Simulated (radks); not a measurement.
Results of a calculation; reference values are marked as such.
Coulomb parameter of the 5d shell of the mercury ion Hg3+ in the model configuration [Xe] 4f14 5d8 6s1, as a second difference U = [E(n + 0.25) + E(n - 0.25) - 2 E(n)] / (0.25)^2 with all orbitals relaxed. "Bare": the charge of the atom changes with n. "Screened": the 6s shell takes up the change at fixed total charge, which measures U(5d,5d) + U(6s,6s) - 2 U(5d,6s). Level of theory: Dirac Kohn-Sham, PBE, spin-unpolarised, spherical densities, finite nucleus; open shells are shared between the two j in proportion to 2j + 1; Fermi nuclear charge, rms radius 5.4648 fm (a radial shooting solver on a logarithmic mesh with Libxc functionals).

start: configuration [Xe] 4f14 5d8 6s1; E - E(n) (eV) 0.000
bare +0.25: configuration [Xe] 4f14 5d8.25 6s1; E - E(n) (eV) -10.930
bare -0.25: configuration [Xe] 4f14 5d7.75 6s1; E - E(n) (eV) 11.833
screened +0.25: configuration [Xe] 4f14 5d8.25 6s0.75; E - E(n) (eV) -2.409
screened -0.25: configuration [Xe] 4f14 5d7.75 6s1.25; E - E(n) (eV) 2.504

U(bare) = 14.450 eV, U(screened by 6s) = 1.518 eV.
